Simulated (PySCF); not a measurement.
Fractional electron number in Ir (iridium, neutral)

The 6s beta orbital of [Xe] 4f14 5d7 6s2 is emptied in steps (occupation f), with all orbitals relaxed, ending at [Xe] 4f14 5d7 6s1. Calculation: PySCF 2.14, in def2-TZVPPD with the def2 core potential (60 electrons); scalar relativity through the core potential. The exact energy is a straight line in f; departures are measured from the line between the end points of the same method.

```
  f  PBE0 (eV)  r2SCAN (eV)  LC-wPBE (eV)
  1      0.000        0.000         0.000
0.8     -0.371       -0.464         0.012
0.6     -0.559       -0.696         0.016
0.4     -0.563       -0.695         0.012
0.2     -0.377       -0.460         0.003
  0      0.000        0.000         0.000
```

Task: For r2SCAN, how does the orbital energy at f = 1 compare with the removal energy?

Result: −ε = 5.774 eV against a total-energy difference of 8.672 eV. By Janak's theorem ε = ∂E/∂f, so the gap between them reflects the curvature. Along the path −ε is 6.932 (f = 0.8), 8.093 (f = 0.6), 9.263 (f = 0.4), 10.425 (f = 0.2) eV.

```csv
method,E(f=0) − E(f=1) (eV),−ε at f=1 (eV),−ε at f=0.4 (eV)
PBE0,8.627,6.321,9.077
r2SCAN,8.672,5.774,9.263
LC-wPBE,8.335,8.415,8.295
```

Reference removal energy between the ground levels: 8.967 eV (measured; NIST Atomic Spectra Database, ionization energies). The calculation has no spin-orbit coupling.
